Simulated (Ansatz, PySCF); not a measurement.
B(CCH)(Cl)(Me) (C₃H₄BCl), SMILES C(B(Cl)C)#C. Atoms are numbered in the order given.

```xyz
9

B      0.2604    -0.1383     0.2001
C     -1.0216    -0.8997    -0.1164
C     -2.0375    -1.5284    -0.3539
H     -2.9379    -2.0764    -0.5682
Cl     0.3973     1.5070    -0.4199
C      1.4317    -0.7817     1.0048
H      2.1848    -0.0579     1.3434
H      1.9317    -1.5102     0.3397
H      1.0575    -1.3663     1.8597
```
Charge 0, spin multiplicity 1.

Coordinates come from a PBE0-D3(BJ)/def2-SVP optimisation. The structure was generated by enumeration, and PubChem lists no compound with its InChIKey, so it may never have been made.

Two levels are set side by side: PBE-D3(BJ)/def2-SVP (Ansatz, an electronic-structure program) and PBE0-D3(BJ)/def2-SVP (Ansatz). Each level has its own optimised geometry; the coordinates shown are those of the second. Frequencies come from the Hessian of PySCF at each geometry. Differences are taken from unrounded values.

```tsv
quantity	PBE0-D3(BJ)	PBE-D3(BJ)	PBE-D3(BJ) minus PBE0-D3(BJ)
mean bond length (Å)	1.306	1.314	0.008
bond B1–C2 (Å)	1.524	1.525	0.000
bond B1–Cl5 (Å)	1.764	1.776	0.012
bond B1–C6 (Å)	1.560	1.567	0.007
bond C2–C3 (Å)	1.218	1.230	0.012
bond C3–H4 (Å)	1.076	1.082	0.007
bond C6–H7 (Å)	1.098	1.106	0.008
bond C6–H8 (Å)	1.106	1.114	0.008
bond C6–H9 (Å)	1.101	1.110	0.009
highest harmonic wavenumber (cm⁻¹)	3476	3393	-84
mean harmonic wavenumber (cm⁻¹)	1274	1233	-41
zero-point energy (kcal/mol)	38.24	37.00	-1.24
```

GGA bonds tend to be longer and softer than those of functionals with exact exchange. Differences between two approximate levels are no errors against the true value.
